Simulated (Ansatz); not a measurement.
Ansatz (a quantum-chemistry and plane-wave program) input (r2SCANh/def2-TZVPD):

Ansatz 0.2 input:
```yaml
crystal:
  periodic: [false, false, false]
  atoms:
    - {symbol: O, position_ang: [2.70408855, 0.64727748, -0.19292568]}
    - {symbol: C, position_ang: [1.42337375, 0.18426017, -0.09260814]}
    - {symbol: C, position_ang: [1.10489095, -1.22268879, 0.00618585]}
    - {symbol: C, position_ang: [-0.21927356, -1.42483781, 0.09409601]}
    - {symbol: Se, position_ang: [-1.27167782, 0.09950984, 0.06763904]}
    - {symbol: C, position_ang: [0.36422972, 1.03430628, -0.08012937]}
    - {symbol: H, position_ang: [3.31993637, -0.09267225, -0.18613682]}
    - {symbol: H, position_ang: [1.85403867, -2.00412911, 0.00766021]}
    - {symbol: H, position_ang: [0.39103729, 2.10900776, -0.14311151]}
basis:
  gaussian:
    orbitals: def2-TZVPD
hamiltonian:
  xc: {name: r2SCANh}
magnetization: {spin_polarized: true, initial_magnetization: 1}
output: {forces: true}
```

End of the output:

```
integrals: 0.26 GiB planned
1462 factors; their error is unknown
0.48 GiB of the device are held for the grids
1.88 GiB of device memory are held for the factors and their scratch space
mean field: 2.16 GiB planned
mean field evaluation 1: about -71568.0517 eV, gradient 6.2e1 eV
mean field evaluation 2: about -71459.4310 eV, gradient 1.4e2 eV
mean field evaluation 4: about -71577.9202 eV, gradient 4.3e1 eV
mean field evaluation 8: about -71588.4873 eV, gradient 1.1e0 eV
mean field evaluation 16: about -71588.5930 eV, gradient 2.1e-2 eV
mean field evaluation 32: about -71584.9407 eV, gradient 1.5e1 eV
mean field -71588.59298799 eV, -2630.8322678174 hartree, gradient 6.1e-5 eV, S^2 0.771608; 3 other end points of the search recorded, 0 dependent functions left out
the calculation of the forces begins
reference -71588.59300673 eV, -2630.8322685062 hartree; 35, 34 occupied and 237, 238 virtual orbitals, 1462 factors
Total energy: -71588.59300673 eV, -2630.8322685062 hartree
Atom 0 at     2.704089     0.647277    -0.192926 Å, force    -0.140180    -0.093173     0.013409 eV/Å
Atom 1 at     1.423374     0.184260    -0.092608 Å, force     0.082031    -0.203404     0.006898 eV/Å
Atom 2 at     1.104891    -1.222689     0.006186 Å, force     0.083077     0.205014    -0.016510 eV/Å
Atom 3 at    -0.219274    -1.424838     0.094096 Å, force    -0.197814     0.263482    -0.003656 eV/Å
Atom 4 at    -1.271678     0.099510     0.067639 Å, force     0.536082    -0.114389    -0.024372 eV/Å
Atom 5 at     0.364230     1.034306    -0.080129 Å, force    -0.223682    -0.121632     0.019851 eV/Å
Atom 6 at     3.319936    -0.092672    -0.186137 Å, force    -0.120003     0.059495     0.003519 eV/Å
Atom 7 at     1.854039    -2.004129     0.007660 Å, force    -0.007277    -0.000827     0.000467 eV/Å
Atom 8 at     0.391037     2.109008    -0.143112 Å, force    -0.012233     0.005434     0.000395 eV/Å
Dipole moment:     0.233823    -0.150840    -0.004860 e Å
```

It need not be the lowest isomer of its formula.
